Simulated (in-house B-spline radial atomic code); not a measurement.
A fraction x of an electron is removed from 4p in Kr V (Kr4+), starting from [Ar] 3d10 4s2 4p2 and keeping the highest spin. All numbers are computed (non-relativistic AM05, spin-polarised, spherical fractional occupations; point nucleus) with a B-spline radial code for spherical atoms, not measured.

| x | E(x) - E(0) (eV) | 4p up level (eV) |
| --- | --- | --- |
| 0 | 0.0000 | -57.439 |
| 0.07 | 4.0529 | -58.359 |
| 0.17 | 9.9548 | -59.678 |
| 0.37 | 22.1550 | -62.327 |
| 0.38 | 22.7789 | -62.459 |
| 0.5 | 30.3698 | -64.056 |
| 0.51 | 31.0110 | -64.189 |
| 0.69 | 42.7813 | -66.593 |
| 0.79 | 49.5076 | -67.932 |
| 0.93 | 59.1495 | -69.810 |
| 1 | 64.0691 | -70.751 |

The exact functional would give a straight line between the two integer points. Deviations E(x) - E(0) - x[E(1) - E(0)], in eV: -0.432 at x = 0.07, -0.937 at x = 0.17, -1.551 at x = 0.37, -1.567 at x = 0.38, -1.665 at x = 0.5, -1.664 at x = 0.51, -1.426 at x = 0.69, -1.107 at x = 0.79, -0.435 at x = 0.93.

The curve lies below the straight line by up to 1.665 eV (at x = 0.5): convex, the delocalisation error that favours fractional charges.

Q: How well does Slater's transition state (minus the level at half occupation) give the ionisation energy?

A: It gives 64.056 eV against 64.069 eV from the two total energies; NIST lists 64.69 eV, ground level to ground level.
